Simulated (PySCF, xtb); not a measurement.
C2H8FNSi2, SMILES N[Si@@H]([SiH2]C=C)F.

xtb with GFN2-xTB at its own geometry gives an orbital gap of 3.81 eV and a dipole moment of 1.46 D.

Coordinates come from a B3LYP-D3(BJ)/def2-SVP optimisation. The structure was generated by enumeration; whether it is a known compound was not checked. The values are those of a single conformer.

Q: What does PBE/def2-TZVP (PySCF) give? (Estimate from the structure and the level; the computed values follow.)

A: gap 4.82 eV (levels -6.38 and -1.56 eV), dipole 1.17 D.
